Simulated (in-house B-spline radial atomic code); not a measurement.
Solving the quasi-particle equation for 2s up of the carbon ion C³⁺

Configuration [He] 2s1, highest spin, start Hartree-Fock, empty levels kept to 640 hartree. Computed with an all-electron radial atomic-structure program (B-spline basis): all electrons, non-relativistic, point nucleus, each spin shell either full or empty, empty states to l = 9 with an (l + 1/2)⁻⁴ tail; G0W0 by contour deformation at full frequency.

RPA overbinds a lone outer s electron by self-correlation, and G0W0 tends to as well.

At the mean-field level ε = -64.36 eV the matrix elements are Σx = -21.319 eV, v_xc = -21.319 eV and Σc(ε) = -1.051 eV, and the slope of the correlation self-energy is dΣc/dω = -0.0216. The quasi-particle energy solves E = ε + Σx − v_xc + Σc(E).

**Question.** What does the linearised equation give?

**Answer.** Z = 1/(1 − dΣc/dω) = 1/1.0216 = 0.9789. The first-order shift is Σx − v_xc + Σc(ε) = -21.319 − (-21.319) + (-1.051) = -1.051 eV, so E ≈ ε + Z × shift = -64.36 + 0.9789 × (-1.051) = -65.389 eV.

**Question.** How does that compare with the full solution and with static screening?

**Answer.** Solving the equation at full frequency dependence gives E = -65.390 eV, where Σc = -1.029 eV and the weight is 0.979; the linearised value is off by 1 meV. Leaving Z out would give -65.411 eV. Static COHSEX puts -2.350 eV in place of Σc and gives -66.710 eV, 1.32 eV deeper. The tabulated removal energy is 64.494 eV (NIST, measured); the run leaves out relativity, Breit and QED terms.
